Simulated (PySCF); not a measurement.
Correlation energy of Hf (hafnium, neutral)

[Xe] 4f14 5d4, high-spin 5D determinant (an excited configuration). Calculation: PySCF 2.14, in x2c-TZVPPall; the spin-free X2C one-electron Hamiltonian (Gaussian nucleus). Frozen: [Kr] 4d10 4f14; 12 electrons correlated.

| level | correlation energy (mhartree) |
| --- | --- |
| CCSD | -226.72 |
| (T) | -7.29 |
| CCSD(T) | -234.01 |

Diagnostics: T1 = 0.0075, D1 = 0.0193, largest double amplitude 0.055.

Spin-orbit coupling, absent here, splits the open shell strongly.

Cost of the coupled-cluster step: about 11 core-seconds, for 12 correlated electrons.

This basis was not built for core-valence correlation, so the inner-shell part is incomplete.
